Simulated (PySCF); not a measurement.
# ErH3: from structure and modes to constants

Method: PySCF, PBE0, basis Er lcecp-1-TZVP with ECP57, H def2-TZVP (scalar-relativistic core potentials, no spin–orbit coupling, density fitting).

The valence singlet (4f shell in the core) minimum has C3v symmetry. Masses (u): Er 165.93029, H 1.00782.

```xyz
4
charge 0 multiplicity 1, angstrom
Er    0.0000    0.0000   -0.0174
H     1.9185    0.0000    0.4513
H    -0.9593    1.6615    0.4513
H    -0.9593   -1.6615    0.4513
```

Harmonic wavenumbers (cm⁻¹): 249.2 (a1, ×1), 563.2 (e, ×2), 1455.5 (e, ×2), 1529.6 (a1, ×1).

What is the harmonic zero-point energy?

Half the sum of all 6 wavenumbers, 5816/2 = 2908 cm⁻¹, which is 34.8 kJ/mol (1 cm⁻¹ = 0.0119627 kJ/mol).

Find the vibrational entropy and heat capacity at 298.15 K.

With u = 1.43878 ω/T, each mode gives S = R[u/(eᵘ−1) − ln(1−e⁻ᵘ)] and C = R u² eᵘ/(eᵘ−1)².
```json
{"ω (cm⁻¹)": "249.2", "u": "1.202", "S (J/(mol K))": "7.27", "C (J/(mol K))": "7.38"}
{"ω (cm⁻¹)": "563.2 (×2)", "u": "2.718", "S (J/(mol K))": "2.16", "C (J/(mol K))": "4.65"}
{"ω (cm⁻¹)": "1455.5 (×2)", "u": "7.024", "S (J/(mol K))": "0.06", "C (J/(mol K))": "0.37"}
{"ω (cm⁻¹)": "1529.6", "u": "7.381", "S (J/(mol K))": "0.04", "C (J/(mol K))": "0.28"}
```
The sums over all modes are S = 11.8 and C = 17.7 J/(mol K); the softest mode gives 62 % of the entropy (each member, where degenerate).

Give the standard entropy (298.15 K, 1 bar) by its translational, rotational, vibrational and spin parts, and Cp.

Sackur–Tetrode with M = 168.95 u gives 172.8; rotation with symmetry number 3 gives 64.6; vibration 11.8; spin R ln 1 = 0.0. The total is 249.2 J/(mol K), and Cp = 4 R + 17.7 = 50.9 J/(mol K).

This need not be the most stable arrangement of these atoms. The 4f shell sits in the core potential, so its spin is not counted.
